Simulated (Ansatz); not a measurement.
Stepwise reaction of `[F][Sn]([F])([Br])[Br]` with hydrogen, as a gas-phase model of exchange steps in deposition or etching. ΔE in kJ/mol; ΔG adds harmonic PBE0-D4 terms to CCSD(T)/CBS, at 1 bar.

Isolated molecules relaxed with PBE0-D4/def2-TZVP in Ansatz; ΔE leaves out vibrations. CCSD(T)/CBS adds triple-zeta CCSD(T) − MP2 to the extrapolated MP2 energy (def2 sets, frozen cores). This one scheme is used for every species. DFT in def2-TZVPP. B3LYP here is the variant with VWN-RPA as its local correlation; programs differ in this. Elements past krypton have def2 core potentials. For Br, Sn outer-core shells are correlated without core-valence functions, which leaves a few kJ/mol of doubt a bond. Scalar relativity is left out up to krypton.

| step | reaction | PBE-D4 | B3LYP-D4 | ωB97M-V | CCSD(T)/CBS | ΔG(500 K) |
| --- | --- | --- | --- | --- | --- | --- |
| 1 | `[F][Sn]([F])([Br])[Br]` + H₂ → `[F][SnH]([Br])[Br]` + H–F | 24.0 | 24.6 | 20.7 | 20.6 | 16.8 |
| 2 | `[F][SnH]([Br])[Br]` + H₂ → `[Br][SnH2][Br]` + H–F | 36.3 | 37.1 | 32.3 | 31.7 | 33.8 |

**Question.** By hand: ΔE of the 2 steps together at CCSD(T)/CBS.

**Answer.** (20.6) + (31.7) = 52.3 kJ/mol, or 26.1 kJ/mol a step.

In ΔE each step is higher than the one before. All are uphill at CCSD(T)/CBS. ΔG lies between 16.8 and 33.8 kJ/mol a step. PBE-D4 differs from CCSD(T)/CBS by 3.4 to 4.6 kJ/mol a step. Isolated molecules leave out the surface, adducts and barriers. Largest T1 diagnostic: 0.011.
